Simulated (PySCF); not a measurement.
```xyz
3
charge 1 multiplicity 2, angstrom
Sn    0.0000    0.0000   -0.2383
F     1.5998    0.0000    0.7372
F    -1.5998    0.0000    0.7372
```

Method: UPBE0 in PySCF with Sn def2-TZVP with ECP28, F def2-TZVP; scalar-relativistic core potentials, no spin–orbit coupling; density-fitted integrals.

This geometry of SnF₂⁺ is a stationary point at this level.

Problem. What is the point group?

Solution. C2v.

Problem. Is it a minimum?

Solution. Yes: all harmonic wavenumbers are real.

Problem. List the harmonic modes with their infrared intensities.

Solution. 
```
symmetry  ω (cm⁻¹)  IR (km/mol)
      a1       134         17.2
      a1       633         14.9
      b2       660         44.5
```

Problem. Give the atomic charges and bond orders.

Solution. 
```tsv
atom	Mulliken	Löwdin	polar tensor	spin (Mulliken)	Mayer order to Sn1
Sn1	1.55	1.21	1.68	0.60	–
F2,3	-0.28	-0.11	-0.34	0.20	1.05
```

Problem. Give the ideal-gas entropy at 298.15 K and 1 bar by parts.

Solution. translation 172.0, rotation 95.6, vibration 15.2, spin 5.8; total 288.6 J/(mol K).

In C2v the vibrations span 2a1 + b2. Here b1 is antisymmetric to the molecular plane and b2 lies in it.

This need not be the most stable arrangement of these atoms. Spin–orbit coupling, left out here, can matter for elements this heavy.
